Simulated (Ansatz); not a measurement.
Ansatz (an electronic-structure program) job for Si(OSiH3)2(NHSiH3)(Cl) (ClH10NO2Si4), SMILES [SiH3]N[Si](Cl)(O[SiH3])O[SiH3], PBE/def2-SVPD. Coordinates come from a r2SCAN-D4/def2-SVP optimisation. Other conformers were not sampled.

Ansatz 0.2 input:
```yaml
crystal:
  periodic: [false, false, false]
  atoms:
    - {symbol: Si, position_ang: [-2.27411648, -2.03873085, 0.70709727]}
    - {symbol: N, position_ang: [-0.54699151, -1.76508629, 0.56135215]}
    - {symbol: Si, position_ang: [0.17402053, -0.29360903, 0.10395543]}
    - {symbol: Cl, position_ang: [0.94013048, -0.30544297, -1.83523130]}
    - {symbol: O, position_ang: [1.43733106, 0.08631594, 1.07512749]}
    - {symbol: Si, position_ang: [2.91657147, 0.86373996, 1.00216849]}
    - {symbol: O, position_ang: [-1.02533503, 0.82469346, 0.13726423]}
    - {symbol: Si, position_ang: [-1.65307644, 2.08243677, -0.76976302]}
    - {symbol: H, position_ang: [-2.46375623, -3.51065115, 0.86096202]}
    - {symbol: H, position_ang: [-2.98623535, -1.56756119, -0.51634358]}
    - {symbol: H, position_ang: [-2.87373999, -1.35085849, 1.88894463]}
    - {symbol: H, position_ang: [0.06603686, -2.53734452, 0.81068653]}
    - {symbol: H, position_ang: [2.78253391, 2.16804764, 0.29098101]}
    - {symbol: H, position_ang: [3.90886663, 0.00637076, 0.29396396]}
    - {symbol: H, position_ang: [3.36222482, 1.09718236, 2.40199669]}
    - {symbol: H, position_ang: [-2.74344033, 2.69980913, 0.03154382]}
    - {symbol: H, position_ang: [-0.59243398, 3.09463028, -1.04315274]}
    - {symbol: H, position_ang: [-2.19688980, 1.56671818, -2.05766371]}
basis:
  gaussian:
    orbitals: def2-SVPD
hamiltonian:
  xc: {name: PBE}
```

Program output:

```
WARN ansatz: RAYON_NUM_THREADS=2 ignored (pool sized by the plan → 2); use --threads N
Functional definition: PBE
integrals: 0.40 GiB planned
2373 factors; their error is unknown
mean field: 2.05 GiB planned
mean field evaluation 1: about -49723.4334 eV, gradient 9.9e1 eV
mean field evaluation 2: about -49635.6571 eV, gradient 2.2e2 eV
mean field evaluation 4: about -49740.8329 eV, gradient 1.9e1 eV
mean field evaluation 8: about -49741.6846 eV, gradient 3.3e-1 eV
mean field evaluation 16: about -49741.6184 eV, gradient 6.0e-4 eV
mean field -49741.61841463 eV, -1827.9707606579 hartree, gradient 6.1e-5 eV, S^2 0.000000; 0 other end points of the search recorded, 0 dependent functions left out
reference -49741.61848596 eV, -1827.9707632789 hartree; 53, 53 occupied and 216, 216 virtual orbitals, 2373 factors
Total energy: -49741.61848596 eV, -1827.9707632789 hartree
```

The run converged.
